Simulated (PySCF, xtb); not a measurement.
Al(Me)(OH)(SeH) (CH5AlOSe), SMILES [OH][Al]([CH3])[SeH].

GFN2-xTB (xtb) at its own geometry gives an orbital gap of 3.76 eV and a dipole moment of 3.56 D.

The structure is a stationary point at PBE0-D3(BJ)/def2-SVP. The structure was generated by enumeration; whether it is a known compound was not checked. One conformer was computed; it need not be the lowest.

### Question
What does M06-2X/def2-TZVP in PySCF give? (Estimate from the structure and the level; the computed values follow.)

### Answer
gap 8.67 eV (levels -8.30 and 0.37 eV), dipole 0.78 D.
